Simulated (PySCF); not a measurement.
## Arsenic: a sound run and one with changed settings

Sound run: As(2+) [Ar] 3d10 4s2 4p1, As(3+) [Ar] 3d10 4s2. Computed with PySCF 2.14 in x2c-TZVPall, with the spin-free X2C one-electron Hamiltonian (Gaussian nucleus). In the sound run the correlated levels freeze [Ar] 3d10. The sound run starts from symmetry-adapted Hartree-Fock orbitals and uses a fine grid where one is needed.

A second run was set up differently.

```json
{"species": "As(2+)", "method": "UHF", "sound run (hartree)": "-2258.00411", "changed run (hartree)": "-2258.00411", "converged": "yes"}
{"species": "As(2+)", "method": "PBE0", "sound run (hartree)": "-2259.38478", "changed run (hartree)": "-2259.38478", "converged": "yes"}
{"species": "As(2+)", "method": "MN15", "sound run (hartree)": "-2261.04794", "changed run (hartree)": "-2261.04794", "converged": "yes"}
{"species": "As(2+)", "method": "MP2", "sound run (hartree)": "-2258.04312", "changed run (hartree)": "-2258.03963", "converged": "yes"}
{"species": "As(2+)", "method": "CCSD(T)", "sound run (hartree)": "-2258.05752", "changed run (hartree)": "-2258.05752", "converged": "yes"}
{"species": "As(3+)", "method": "UHF", "sound run (hartree)": "-2256.99753", "changed run (hartree)": "-2256.99753", "converged": "yes"}
{"species": "As(3+)", "method": "PBE0", "sound run (hartree)": "-2258.35425", "changed run (hartree)": "-2258.35425", "converged": "yes"}
{"species": "As(3+)", "method": "MN15", "sound run (hartree)": "-2260.01448", "changed run (hartree)": "-2260.01448", "converged": "yes"}
{"species": "As(3+)", "method": "MP2", "sound run (hartree)": "-2257.02690", "changed run (hartree)": "-2257.02409", "converged": "yes"}
{"species": "As(3+)", "method": "CCSD(T)", "sound run (hartree)": "-2257.03744", "changed run (hartree)": "-2257.03744", "converged": "yes"}
```

Ionisation energy of As(2+):

| method | sound run (eV) | changed run (eV) |
| --- | --- | --- |
| UHF | 27.391 | 27.391 |
| PBE0 | 28.042 | 28.042 |
| MN15 | 28.122 | 28.122 |
| MP2 | 27.653 | 27.634 |
| SCS-MP2 | 27.645 | 27.628 |
| CCSD | 27.739 | 27.739 |
| CCSD(T) | 27.758 | 27.758 |

Question: What was changed?
A. all electrons correlated in a valence basis
B. radial grid too coarse
C. too few SCF iterations
D. level shift left on

Answer: D. It used initial guess sap, at most 50 SCF cycles, level shift 0.1 hartree. A level shift leaves the converged SCF energy unchanged but raises the virtual orbital energies, which shrinks MP2 if it is not removed.
